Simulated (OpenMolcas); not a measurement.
**Au IV: effect of the IPEA shift**

```json
{"Program": "OpenMolcas", "Basis": "ANO-RCC-VTZP [8s7p5d3f1g]", "Scalar Hamiltonian": "DKH2, point nucleus", "Active space": "8 electrons in 9 orbitals (RAS2 5d 6s; RAS3 6p, at most 2 electrons)", "State averaging": "2S+1 = 3 even, 71 roots (60 in the spin-orbit step); 2S+1 = 5 even, 15 roots kept (CI in the orbitals of an earlier block); 2S+1 = 1 even, 55 roots kept (CI in the orbitals of an earlier block); 2S+1 = 3 odd, 87 roots (49 in the spin-orbit step); 2S+1 = 5 odd, 30 roots kept (CI in the orbitals of an earlier block); 2S+1 = 1 odd, 49 roots kept (CI in the orbitals of an earlier block, 9 in the spin-orbit step)", "Spin-orbit coupling": "state interaction with AMFI integrals over the reference wave functions, term energies averaged over their components"}
```

Methods on the same reference wave functions:
A. RASSCF
B. MS-RASPT2, IPEA 0 Eh, imaginary shift 0.1 Eh (closed shells correlated: 5s 5p)
C. MS-RASPT2, IPEA 0.25 Eh, imaginary shift 0.1 Eh (closed shells correlated: 5s 5p)

Energies in eV above 5d⁸ ³F₄, the measured ground level; measured values from Zainab et al., Astrophys. J. Suppl. Ser. 267, 12 (2023).

| Level | A | B | C | Measured |
| --- | --- | --- | --- | --- |
| 5d⁸ ³F₄ | 0.0000 | 0.0000 | 0.0000 | 0.0000 |
| 5d⁸ ³F₃ | 1.6007 | 1.619 | 1.620 | 1.5242 |
| 5d⁸ ³P₀ | 2.8155 | 2.314 | 2.330 | 2.2547 |
| 5d⁸ ³P₁ | 3.1648 | 2.746 | 2.767 | 2.6644 |
| 5d⁸ ¹G₄ | 3.6995 | 3.365 | 3.338 | 3.1867 |
| 5d⁷ 6s ⁵F₅ | 6.0451 | 6.082 | 6.194 | 6.3600 |
| 5d⁷ 6s ⁵F₄ [66 %] | 6.9385 | 6.934 | 7.048 |  |
| 5d⁷ 6s ⁵F₃ [70 %] | 7.6655 | 7.646 | 7.758 |  |
| 5d⁸ ¹S₀ | 7.8431 | 7.026 | 7.021 | 6.8536 |
| 5d⁷ 6s ⁵P₃ [68 %] | 8.5800 | 8.301 | 8.425 | 8.5414 |
| 5d⁷ 6s ³G₅ [61 %] | 9.2951 | 9.079 | 9.248 | 9.3104 |
| 5d⁷ 6s ³F₃(1) [57 %] | 9.3885 | 9.171 | 9.305 |  |
| 5d⁷ 6s ³H₆ | 10.2124 | 9.932 | 10.090 |  |
| 5d⁷ 6s ³G₃ [74 %] | 10.4403 | 10.145 | 10.330 |  |
| 5d⁷ 6s ³P₀(2) [51 %] | 10.6425 | 10.122 | 10.299 |  |
| 5d⁷ 6s ³H₅ [57 %] | 10.6688 | 10.347 | 10.507 |  |
| 5d⁷ 6s ³D₃(1) [58 %] | 11.0966 | 10.828 | 10.987 |  |
| 5d⁷ 6s ³H₄ [51 %] | 12.0106 | 11.673 | 11.846 |  |
| 5d⁷ 6s ³F₃(2) [67 %] | 12.0760 | 11.294 | 11.506 |  |
| 5d⁷ 6s ¹H₅ [59 %] | 12.2348 | 11.880 | 12.043 |  |
| 5d⁷ 6s ³P₀(1) [51 %] | 12.3629 | 11.843 | 12.054 |  |
| 5d⁷ 6s ³F₄(2) [66 %] | 12.9049 | 12.255 | 12.456 |  |
| 5d⁷ 6s ¹F₃ [69 %] | 13.3807 | 12.597 | 12.801 |  |

Deviations, from unrounded energies. A percentage is the sum of absolute deviations over the sum of measured energies, with the sign that they share, or ± where signs differ.

```
                        Against measurement  Levels      A     B     C
             mean absolute deviation (cm-1)       8   3000  1300   950
      fine structure of the ground term (%)       1   +5.0  +6.2  +6.3
other terms of the ground configuration (%)       4  +17.1  +3.3  +3.3
                   other configurations (%)       3   ±1.5  -3.1  -1.4
```

C lies closest to measurement on these levels and A furthest from it. The largest miss of C in the table is 5d⁸ ¹S₀, by +1400 cm-1. The ranking rests on the paired levels alone, and a cruder setting can come out closer through cancelling errors.

Between B and C the level of the table that moves most is 5d⁷ 6s ³P₀(1) [51 %], by 1700 cm-1 (lowest in B, highest in C). Moves below CASPT2's spread within the term are not significant.

The mean deviations of B to C differ by less than CASPT2's widest spread within a term (1100 cm-1), so their order carries little weight.

From A to B the spin-free energies of the other terms of 5d⁸ shown, above ³F, scale by factors of 0.72 to 0.84, as is usual when dynamic correlation screens the repulsion within a d or f shell.

The lowest spin-free term lies below A's lowest term by 0.414 hartree in B, 0.407 hartree in C.

CASPT2 does not keep the components of a term degenerate, so their means are used; among the terms shown or strongly mixed into the levels shown the widest spread is 1100 cm-1 (5d⁸ ¹G, B). Some high roots are left out of the spin-orbit mixing, which shifts the levels that they would mix with. Terms from blocks run as CI alone lack orbitals of their own. A single d shell beside an s shell can misplace configurations of different d count against each other. The CASPT2 spread within a term exceeds the gap to the next term for 5d⁷ 6s ³P(1) and 5d⁷ 6s ³H, so the order of their levels is uncertain (figures for B; the like holds for C). Without dynamic correlation excited terms often stand tens of per cent too high (terms of higher spin than the ground term too low), and those without a measured partner can miss by more than the paired ones (holds for A). Computed and measured levels are paired by configuration, term and J; levels that our copy of the source lacks, or whose pairing is in doubt (as where it misses far off the trend of its configuration), stay unpaired and out of the deviations. Only configurations of the active space appear. Levels that lie high or do not pair safely by name in every column are left out.

A share in square brackets marks a mixed level and gives the weight of the term that names it, the lowest over the columns. A number in round brackets counts repeated terms of one configuration in the order of the reference energies.
